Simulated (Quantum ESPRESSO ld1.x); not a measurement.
Question: The mean radii <r> (bohr) of the occupied orbitals of an atom or ion are listed with their occupations. All-electron calculation, scalar-relativistic Kohn-Sham, LDA (Slater exchange, VWN5 correlation), spin-unpolarised, spherical densities, point nucleus. Program: ld1.x of Quantum ESPRESSO 7.5.

| orbital | occ. | <r> |
|---|---|---|
| 1s | 2 | 0.06657 |
| 2s | 2 | 0.3091 |
| 2p | 6 | 0.2744 |
| 3s | 2 | 0.9505 |
| 3p | 6 | 1.016 |
| 3d | 3 | 1.317 |

Name the element and its charge.

Answer: Z = 23, vanadium, charge +2: V2+ in [Ar] 3d3. The 1s radius gives Z: for a bare nucleus <r> = (2 gamma + 1)/(2Z) with gamma = sqrt(1 - (Z/c)^2), 0.0646 bohr for Z = 23, and screening makes it slightly larger (0.06657 here). The occupations add up to 21, and the charge is Z minus that.
